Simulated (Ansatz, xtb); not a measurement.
## Ranking isomers of C5H7ClF+

4 gas-phase structures of C5H7ClF+, from a drawn sample of its isomers (lower ones may exist). Each was relaxed with GFN2-xTB; where two conformers were screened, the lower at r2SCAN-D4/def2-SVP is listed:

A. `C=C(Cl)[C+](C)CF`, a singlet
B. `C[CH+]/C=C\[C@H](F)Cl`, a singlet
C. `C=C([CH+]CCl)CF`, a singlet
D. `C/C=C/[C+](Cl)CF`, a singlet

**Question.** Estimate their order in r2SCAN-D4/def2-SVP energy at these geometries, lowest first.

**Answer.** Calculated order at r2SCAN-D4/def2-SVP: D (0.0), B (30.3), A (37.8), C (95.0) kJ/mol.

Energies above the lowest of each column, in kJ/mol; the last columns are at PBE-D3(BJ)/def2-SVP geometries and were run for some of them only (a dash: not run or not comparable):

| structure | GFN2-xTB | HF/STO-3G | r2SCAN-D4/def2-SVP | PBE-D3(BJ)/def2-SVP | CCSD(T)/def2-SVP + ΔMP2/def2-TZVPP |
| --- | --- | --- | --- | --- | --- |
| D | 0.0 | 0.0 | 0.0 | 0.0 | 0.0 |
| B | 54.6 | 11.9 | 30.3 | 28.4 | 28.9 |
| A | 45.7 | 28.9 | 37.8 | 39.9 | 35.1 |
| C | 99.1 | 65.5 | 95.0 | – | – |

Every level run on D puts it lowest or level with the lowest. Some further structures that were screened fall inside this span and aren't listed. Flexible structures stand in one conformer each, not always the lowest. Frequencies (GFN2-xTB) were run for A, B, D alone. ΔMP2 is the change of the MP2 energy from the smaller to the larger basis.

Over these structures GFN2-xTB departs from r2SCAN-D4/def2-SVP by 7.6 kJ/mol on average once a common shift is removed. A GFN2-xTB relaxation took about 0.17 s and the r2SCAN-D4/def2-SVP energy about 2.2 s on a shared host (Ansatz 0.2.0, xtb 6.7.1).
